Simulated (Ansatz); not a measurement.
Reaction (ligand exchange at a B–Se bond): `FB(F)[SeH]` + `O[SiH3]` → `FB(F)O[SiH3]` + H₂Se

Calculated with Ansatz (gas phase, PBE0-D4/def2-TZVP geometries, no zero-point term in ΔE). CCSD(T)/CBS adds triple-zeta CCSD(T) − MP2 to the extrapolated MP2 energy (def2 sets, frozen cores). DFT in def2-TZVPP. For Se outer-core shells are correlated without core-valence functions, which leaves a few kJ/mol of doubt a bond. Scalar relativity is left out up to krypton. One conformer a species, not always the lowest.

```tsv
level	ΔE (kcal/mol)
revPBE-D4	-15.5
r2SCAN0-D4	-19.4
BHLYP-D4	-21.8
MP2/CBS(def2)	-17.4
```

Task: What does CCSD(T)/CBS give? (An estimate is asked.)

Result: Computed: -18.6 kcal/mol. The listed levels differ from it by 3.1, -0.8, -3.2, 1.2 kcal/mol.

Largest T1 diagnostic among the species: 0.012.

Leaving LDA and LC-ωPBE aside and taking each functional with its dispersion term where it has one, the values spread over 6.2 kcal/mol, from BHLYP-D4 to revPBE-D4. LDA lies −1.7 kcal/mol from PBE without D4. From r2SCAN to r2SCAN0 (25 % exact exchange), in def2-TZVPP and without D4, ΔE moves by −1.1 kcal/mol.
